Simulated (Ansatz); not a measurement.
`C#[C][Zr]([OH])([OH])[Cl]`, charge 0, multiplicity 1.

Q: Give a relaxed structure at PBE0-D4/def2-TZVP (Ansatz 0.2.0). (Best estimate.)

A: The calculation gave: 
Cartesian coordinates in Å:
```
C -0.6147 -2.5430 -0.8011
C -0.2468 -1.4488 -0.4219
Zr 0.4536 0.5097 0.2705
O 0.3115 1.7138 -1.1894
O -0.6531 1.0293 1.7222
Cl 2.7019 0.3498 0.9778
H -0.9352 -3.5051 -1.1335
H 0.1836 2.4360 -1.7980
H -1.2009 1.4583 2.3735
```
Point group Cs.
This is one stationary point; other conformers may exist.
